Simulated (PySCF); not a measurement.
The PySCF input:
```python
from pyscf import gto, scf, dft

mol = gto.Mole()
mol.atom = '''
    Si    0.12567253   -0.65029324    0.69327686
    O     1.72068457   -0.67805887    0.43839322
    C     2.54735649    0.48903650    0.13434491
    S    -0.89488780    0.56915690   -0.80040354
    C    -2.59364883    0.20936077   -0.38856489
    H    -0.24813880   -0.08132606    1.94146738
    H    -0.15384955   -2.05826305    0.56391333
    H     3.46295095    0.07430457   -0.27820573
    H     2.04907745    1.08055537   -0.63116474
    H     2.73008316    1.11050166    0.95337113
    H    -2.82315015    0.55365185    0.59122824
    H    -3.27232458    0.76798821   -1.01459347
    H    -2.77622324   -0.79223816   -0.53341622
'''
mol.basis = '6-31g'
mol.verbose = 4
mol.build()

mf = dft.RKS(mol)
mf.xc = 'pbe0'
mf.kernel()
g = mf.nuc_grad_method()
grad = g.kernel()
```

### Question
What is the computed dipole moment (PBE0/6-31G, gradient (PySCF))?

### Answer
1.77 D

### Question
What is the computed nuclear repulsion energy (PBE0/6-31G, gradient)?

### Answer
301.6230 Eh

### Question
Give the Mulliken (on the basis functions themselves) charges in atom order at the level PBE0/6-31G, gradient.

### Answer
Si1 0.86, O2 -0.73, C3 -0.23, S4 -0.14, C5 -0.78, H6 -0.12, H7 -0.09, H8 0.20, H9 0.19, H10 0.18, H11 0.21, H12 0.23, H13 0.22

### Question
What total energy does PBE0/6-31G, gradient give?

### Answer
-843.3530 Eh

### Question
Estimate the HOMO-LUMO gap that PBE0/6-31G, gradient returns for this input.

### Answer
6.95 eV

### Question
What HOMO energy does PBE0/6-31G, gradient give?

### Answer
-6.69 eV

### Question
Roughly what does it cost on one core?

### Answer
around 29 core-seconds (rough).
